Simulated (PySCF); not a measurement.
# Fractional electron number in Te+ (tellurium, charge +1)

The 5p alpha orbital of [Kr] 4d10 5s2 5p3 is emptied in steps (occupation f), with all orbitals relaxed, ending at [Kr] 4d10 5s2 5p2. All numbers are calculated (PySCF 2.14, a scalar-relativistic core potential, in def2-SVP with the def2 core potential (28 electrons) (4s4p2d, 26 functions)). The exact energy is a straight line in f; departures are measured from the line between the end points of the same method.

| f | UHF (eV) | LDA (eV) | PBE (eV) | PBE0 (eV) | r2SCAN (eV) | LC-wPBE (eV) | BHandHLYP (eV) | wB97X (eV) | r2SCAN0 (eV) | BLYP (eV) |
| --- | --- | --- | --- | --- | --- | --- | --- | --- | --- | --- |
| 1 | 0.000 | 0.000 | 0.000 | 0.000 | 0.000 | 0.000 | 0.000 | 0.000 | 0.000 | 0.000 |
| 0.75 | 0.088 | -0.815 | -0.793 | -0.573 | -0.746 | -0.072 | -0.371 | -0.126 | -0.543 | -0.809 |
| 0.5 | 0.115 | -1.091 | -1.058 | -0.762 | -0.984 | -0.093 | -0.495 | -0.171 | -0.714 | -1.082 |
| 0.25 | 0.085 | -0.820 | -0.792 | -0.569 | -0.729 | -0.066 | -0.371 | -0.132 | -0.528 | -0.812 |
| 0 | 0.000 | 0.000 | 0.000 | 0.000 | 0.000 | 0.000 | 0.000 | 0.000 | 0.000 | 0.000 |

**Question.** For LDA, how does the orbital energy at f = 1 compare with the removal energy?

**Answer.** −ε = 14.618 eV against a total-energy difference of 18.948 eV. By Janak's theorem ε = ∂E/∂f, so the gap between them reflects the curvature. Along the path −ε is 16.761 (f = 0.75), 18.934 (f = 0.5), 21.129 (f = 0.25) eV.

```tsv
method	E(f=0) − E(f=1) (eV)	−ε at f=1 (eV)	−ε at f=0.5 (eV)
UHF	18.357	18.833	18.350
LDA	18.948	14.618	18.934
PBE	18.775	14.553	18.777
PBE0	18.869	15.810	18.878
r2SCAN	19.018	15.015	19.065
LC-wPBE	18.932	18.537	18.946
BHandHLYP	18.708	16.733	18.707
wB97X	18.576	17.915	18.559
r2SCAN0	19.049	16.128	19.090
BLYP	18.530	14.229	18.521
```

Reference removal energy between the ground levels: 18.6 ± 0.4 eV (measured; NIST Atomic Spectra Database, ionization energies). The calculation has no spin-orbit coupling. UHF lacks correlation.
